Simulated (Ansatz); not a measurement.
Consider the formal exchange of groups at the Si–B bond: `OB(O)[SiH3]` + `C=C=C(F)Cl` → `FC(Cl)=C=C[SiH3]` + `OBO`.

Gas-phase electronic energies from Ansatz, PBE0-D4/def2-TZVP geometries. CBS: MP2 limit from def2 TZ/QZ plus the TZ coupled-cluster correction, frozen cores. This one scheme is used for every species. Functionals use def2-TZVPP. B3LYP here is the variant with VWN-RPA as its local correlation; programs differ in this. One conformer a species, not always the lowest.

| level | ΔE (kcal/mol) | difference from CCSD(T)/CBS |
| --- | --- | --- |
| PBE-D4 | -8.1 | 2.3 |
| r2SCAN-D4 | -9.9 | 0.5 |
| PBE0-D4 | -9.1 | 1.3 |
| B3LYP-D4 | -10.0 | 0.4 |
| ωB97X-V | -9.7 | 0.7 |
| ωB97M-V | -10.6 | -0.2 |
| B2PLYP | -10.7 | -0.3 |
| PBE | -7.8 | 2.6 |
| r2SCAN | -9.8 | 0.6 |
| PBE0 | -8.8 | 1.6 |
| B3LYP | -9.6 | 0.8 |
| HF/def2-TZVPP | -11.9 | -1.5 |
| MP2/def2-TZVPP | -12.3 | -1.9 |
| SCS-MP2/def2-TZVPP | -12.0 | -1.6 |
| CCSD/def2-TZVPP | -10.3 | 0.1 |
| CCSD(T)/def2-TZVPP | -10.2 | 0.2 |
| HF/def2-QZVPP | -12.1 | -1.7 |
| MP2/def2-QZVPP | -12.5 | -2.1 |
| SCS-MP2/def2-QZVPP | -12.2 | -1.8 |
| HF/CBS(def2) | -12.1 | -1.7 |
| MP2/CBS(def2) | -12.6 | -2.2 |
| CCSD/CBS(def2) | -10.5 | -0.1 |
| CCSD(T)/CBS | -10.4 | 0 |

Largest T1 diagnostic among the species: 0.014.

From PBE to PBE0 (25 % exact exchange), in def2-TZVPP and without D4, ΔE moves by −1.0 kcal/mol.
